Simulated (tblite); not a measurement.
Compound: C₄H₁₁SSi (doublet state).
Atom-mapped SMILES: `[CH2:1][SiH2:2][CH2:3][CH2:4][CH2:5][SH:6]` (hydrogens: H7, H8 on C1; H9, H10 on Si2; H11, H12 on C3; H13, H14 on C4; H15, H16 on C5; H17 on S6)

Structure optimised with GFN2-xTB, isolated species. This method treats the open shell by occupation alone, without spin polarisation.

Entries marked ? are missing. Bonds in one row agree within 0.01 Å.

```
     coordinate    value
         C1–Si2        ?
         Si2–C3  1.924 Å
          C3–C4        ?
          C4–C5        ?
          C5–S6  1.827 Å
   C1–H7, C1–H8  1.076 Å
Si2–H9, Si2–H10  1.468 Å
 C3–H11, C3–H12  1.091 Å
 C4–H13, C4–H14  1.093 Å
 C5–H15, C5–H16  1.090 Å
         S6–H17  1.332 Å
      C1–Si2–C3        ?
      Si2–C3–C4        ?
       C3–C4–C5        ?
       C4–C5–S6   112.4°
```

Question: Estimate the withheld lengths and angles.

Answer: 
- C1–Si2 = 1.840 Å, drawn single (ends: carbon bonded to Si and 2 H; silicon bonded to 2 C and 2 H); equal to the sum of covalent radii, 1.84 Å.
- C3–C4 = 1.522 Å, drawn single (ends: carbon bonded to C, Si and 2 H; carbon bonded to 2 C and 2 H); equal to the sum of covalent radii, 1.52 Å.
- C4–C5 = 1.521 Å, drawn single (ends: carbon bonded to 2 C and 2 H; carbon bonded to C, S and 2 H); equal to the sum of covalent radii, 1.52 Å.
- C1–Si2–C3 = 110.5°, at the silicon bonded to 2 C and 2 H; the outer atoms are 3.093 Å apart.
- Si2–C3–C4 = 112.8°, at the carbon bonded to C, Si and 2 H; the outer atoms are 2.878 Å apart.
- C3–C4–C5 = 111.2°, at the carbon bonded to 2 C and 2 H; the outer atoms are 2.510 Å apart.

Radii are Cordero's, carbon taken as 0.76, 0.73 or 0.69 Å for four, three, and two or fewer neighbours.

Its GFN2-xTB frequencies are all real (lowest 29 cm⁻¹). Torsions: H–C1–Si2–C3 97° and -83°, C1–Si2–C3–C4 64°, Si2–C3–C4–C5 179°, C3–C4–C5–S6 178°, C4–C5–S6–H 62°.

Time: 0.26 s wall. Hardware: one thread of an Arm Neoverse V2 (shared host). This is the geometry optimisation.

One conformer stands for the species.

All values are computed, not measured.
